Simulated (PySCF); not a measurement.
## TDDFT excited states: C6H12P2

C6H12P2.
InChI=1S/C6H12P2/c1-7(2)8-5-3-4-6-8/h3,5H,4,6H2,1-2H3

Level of theory: TDDFT CAM-B3LYP/def2-SVPD, vertical, gas phase, core orbitals frozen in the response (PySCF 2.14.0, density-fitted response routines). Geometry: PBE0-D3(BJ)/def2-SVP, one conformer, isolated molecule.

What does the calculation give for the low-lying excited states?

```
state  λ (nm)  E (eV)       f   main configurations (H = HOMO, L = LUMO)
   S1   260.8    4.75   0.141                                  H→L (94%)
   S2   227.6    5.45   0.052                   H→L+1 (68%), H→L+2 (12%)
   S3   213.7    5.80   0.099      H→L+2 (39%), H→L+3 (38%), H→L+4 (11%)
   S4   203.7    6.09  0.0005      H→L+3 (36%), H→L+2 (30%), H→L+1 (16%)
   S5   198.8    6.24   0.070                   H-1→L (79%), H→L+5 (10%)
   S6   196.1    6.32   0.045       H→L+5 (56%), H-2→L (10%), H→L+3 (9%)
   S7   191.5    6.47   0.010                                H-2→L (77%)
   S8   187.0    6.63   0.068                                H→L+4 (74%)
   S9   179.2    6.92   0.130    H→L+7 (40%), H→L+6 (34%), H-1→L+2 (11%)
  S10   176.4    7.03   0.026  H-1→L+2 (33%), H-1→L+1 (31%), H→L+7 (12%)
```

Triplets (Tamm–Dancoff): T1 3.66 eV, H→L (70%), H-1→L (14%); T2 4.28 eV, H-1→L (30%), H→L+2 (14%), H→L+3 (13%); T3 4.88 eV, H→L+1 (50%), H→L+5 (14%), H→L+2 (11%); T4 5.26 eV, H→L+5 (19%), H→L+3 (13%), H→L+2 (12%).

The lowest singlet lies at 4.75 eV (261 nm, ultraviolet) and is of moderate strength; its leading configuration is HOMO→LUMO (94%). The lowest level is also the most intense of those listed (f = 0.141). Löwdin shares by element: HOMO phosphorus 69%, carbon 11% or more (atoms not listed hold the other 20%); LUMO carbon 42% or more, phosphorus 30% (atoms not listed hold the other 28%). Orbital energies (eV): HOMO-3 -10.19, HOMO-2 -9.15, HOMO-1 -8.50, HOMO -7.03, LUMO 0.66, LUMO+1 1.40, LUMO+2 1.51. The oscillator strengths of these states sum to 0.642; summed over the whole spectrum of an exact calculation they would give the number of electrons, 78 (Thomas–Reiche–Kuhn). Weighted by f, the mean energy of these states is 6.00 eV. No computed singlet lies in the visible range (380 to 750 nm); the lowest, at 261 nm, stands 1.49 eV above its violet end (3.26 eV). The vertical ionisation energy (ΔSCF) is 7.61 eV, 0.58 eV above S10. The window holds the lowest 10 singlets.
